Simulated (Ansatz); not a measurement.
Be2O3⁻. Total charge -1; doublet. Geometry relaxed at r2SCAN-D4/def2-TZVPD.

```
atom    x (Å)    y (Å)    z (Å)
 Be1  -0.8410   0.1057  -1.1591
 Be2   0.8419  -0.1063   1.1583
  O3  -1.6789   0.2139  -2.3100
  O4   1.6770  -0.2095   2.3118
  O5   0.0010  -0.0038  -0.0011
```

The relaxation made no stability test and no search for a lower SCF solution. The structure comes from a short search, and lower isomers may exist.

(1) Estimate the harmonic wavenumbers at UKS r2SCAN-D4/def2-TZVPD (Ansatz, unscaled). Is this a minimum?

## Answers

(1) 45i, 51, 345, 372, 380, 388, 491, 896, 1365, 1436 cm⁻¹. No: 1 imaginary mode, a saddle point. Zero-point energy 34.2 kJ/mol. Hardware: 4 threads of Arm Neoverse V2 on a shared host. Wall time 5.9 min.
